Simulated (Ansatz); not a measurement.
```yaml
crystal:
  periodic: [false, false, false]
  atoms:
    - {symbol: C, position_ang: [1.032235, 1.881050, -1.162567]}
    - {symbol: C, position_ang: [1.043115, 0.930448, 0.029315]}
    - {symbol: B, position_ang: [0.589883, -0.539158, -0.236968]}
    - {symbol: C, position_ang: [-0.071661, -1.414230, 0.850076]}
    - {symbol: Si, position_ang: [-1.940775, -1.245718, 0.647953]}
    - {symbol: H, position_ang: [1.466892, 2.853247, -0.917237]}
    - {symbol: H, position_ang: [1.594531, 1.464427, -2.001767]}
    - {symbol: H, position_ang: [0.012780, 2.059144, -1.514484]}
    - {symbol: H, position_ang: [0.519973, 1.367132, 0.888475]}
    - {symbol: H, position_ang: [2.083564, 0.802957, 0.380544]}
    - {symbol: H, position_ang: [0.749047, -1.006338, -1.335765]}
    - {symbol: H, position_ang: [0.127212, -2.485419, 0.746978]}
    - {symbol: H, position_ang: [0.138719, -1.091162, 1.875491]}
    - {symbol: H, position_ang: [-2.377158, -1.731864, -0.687294]}
    - {symbol: H, position_ang: [-2.356249, 0.175868, 0.788221]}
    - {symbol: H, position_ang: [-2.635105, -2.043082, 1.693432]}
basis:
  gaussian: {orbitals: x2c-TZVPPall}
total_charge: 1
magnetization: {spin_polarized: true, initial_magnetization: 1}
hamiltonian: {xc: {name: HF}}
correlation: {method: mp2, frozen_orbitals: {C: 9}}
output: {forces: true}
```

```sh
$ ansatz run in.yaml --threads 4 --pin off --events-out ev --progress --plain --max-ram 10444MiB
```

Shortened log:

```
Functional definition: HF
Error: "frozen_orbitals" has no count for B
```

Problem. What is wrong with this run?

Solution. Frozen orbitals are typed for one element alone, and the program wants a count for each. The input was rejected before any iteration.
